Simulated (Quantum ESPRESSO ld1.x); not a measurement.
Problem. Species: the strontium ion Sr2+. Configuration: [Ar] 3d9 4s2 4p6 5p1 (not the ground configuration). Calculated with ld1.x of Quantum ESPRESSO 7.5: scalar-relativistic Kohn-Sham, LDA (Slater exchange, Perdew-Zunger correlation), spin-polarised, spherical densities, point nucleus; open shells are filled with parallel spins first. Some entries of the table are withheld. Estimate them.

orbital,occ.,eigenvalue (eV),<1/r> (bohr^-1)
1s up,1,-15955.749,38.95
1s down,1,-15955.696,38.95
2s up,1,-2200.378,8.690
2s down,1,-2199.034,8.693
2p up,3,-1961.620,8.491
2p down,3,-1960.572,8.493
3s up,1,-371.772,2.942
3s down,1,-370.018,2.939
3p up,3,-294.645,2.795
3p down,3,-292.901,2.791
3d up,5,-167.527,2.558
3d down,4,-165.660,2.553
4s up,1,-65.068,1.050
4s down,1,-64.710,1.047
4p up,3,-45.524,0.9219
4p down,3,-45.213,0.9203
4d up,0,-19.104,0.6303
4d down,0,-18.683,0.6388
5s up,0,-17.366,0.3968
5s down,0,-16.442,0.4023
5p up,1,-13.121,(1)
5p down,0,-12.134,(2)
4f up,0,-5.754,0.2235
6p up,0,(3),(4)
6p down,0,(5),(6)
4f down,0,-5.064,0.2077

Solution. 
(1) 5p up <1/r> (bohr^-1): 0.3375
(2) 5p down <1/r> (bohr^-1): 0.3364
(3) 6p up eigenvalue (eV): -5.717
(4) 6p up <1/r> (bohr^-1): 0.1829
(5) 6p down eigenvalue (eV): -5.455
(6) 6p down <1/r> (bohr^-1): 0.1759
